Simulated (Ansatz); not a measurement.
Reaction (substitution at a C–C bond): `CCCCCCCC(C)=O` + `OC[SeH]` → `C[Se]CO` + `CCCCCCCC=O`

Program: Ansatz. Geometries: PBE0-D4/def2-TZVP. ΔE: electronic, gas phase. CBS: MP2 limit from def2 TZ/QZ plus the TZ coupled-cluster correction, frozen cores. Functionals use def2-TZVPP. B3LYP here is the variant with VWN-RPA as its local correlation; programs differ in this. For Se outer-core shells are correlated without core-valence functions, which leaves a few kJ/mol of doubt a bond. Scalar relativity is left out up to krypton. One conformer a species, not always the lowest.

```csv
level,ΔE (kJ/mol),difference from CCSD(T)/CBS
B3LYP-D4,23.1,0.5
ωB97M-V,25.0,2.4
B2PLYP,19.5,-3.1
HF/def2-TZVPP,21.3,-1.3
MP2/def2-TZVPP,20.4,-2.2
CCSD/def2-TZVPP,22.8,0.2
HF/def2-QZVPP,21.3,-1.3
MP2/def2-QZVPP,20.3,-2.3
MP2/CBS(def2),20.2,-2.4
CCSD/CBS(def2),22.6,0.0
CCSD(T)/CBS,22.6,0
```

Largest T1 diagnostic among the species: 0.011.

The D4 term adds +4.5 kJ/mol with B3LYP and +2.9 kJ/mol with PBE0; it sums over pairs of atoms, weighted by their polarisabilities, and B3LYP, whose exchange is more repulsive, gets the larger term.

CCSD(T)/CBS has its own doubt, a few kJ/mol and more with outer-core shells, so smaller differences from it don't rank the levels.
